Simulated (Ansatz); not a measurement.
`FBF` and `[F][GaH][F]` differ in one element.

Ansatz, PBE0-D4/def2-TZVP geometries, multiplicity 1. 

Scalar relativity is left out up to krypton.

```json
{"property": "size of the dipole moment (PBE/def2-TZVPP) / D", "`FBF`": "0.76"}
{"property": "size of the dipole moment (B3LYP/def2-TZVPP) / D", "`FBF`": "0.89"}
{"property": "HOMO energy (ωB97M-V/def2-TZVPP) / eV", "`FBF`": "-13.27"}
{"property": "LUMO energy (PBE/def2-TZVPP) / eV", "`FBF`": "-1.37"}
{"property": "HOMO–LUMO gap (PBE0/def2-TZVPP) / eV", "`FBF`": "10.54"}
{"property": "size of the dipole moment (ωB97M-V/def2-TZVPP) / D", "`FBF`": "0.87"}
```

Problem. Give the same properties after the change, and the shifts. (An estimate is asked.)

Solution. Ansatz gave: 
```csv
property,`[F][GaH][F]`,shift
size of the dipole moment (PBE/def2-TZVPP) / D,2.37,1.61
size of the dipole moment (B3LYP/def2-TZVPP) / D,2.53,1.64
HOMO energy (ωB97M-V/def2-TZVPP) / eV,-12.73,0.54
LUMO energy (PBE/def2-TZVPP) / eV,-2.16,-0.79
HOMO–LUMO gap (PBE0/def2-TZVPP) / eV,9.02,-1.52
size of the dipole moment (ωB97M-V/def2-TZVPP) / D,2.52,1.65
```

With PBE0 the HOMO rises by 0.47 eV and the LUMO falls by 1.05 eV, so the gap narrows by about 1.52 eV. PBE moves the HOMO by 0.41 eV and ωB97M-V by 0.54 eV. Dipoles are sizes alone; their direction can turn.

B3LYP here is the variant with VWN-RPA as its local correlation; programs differ in this.
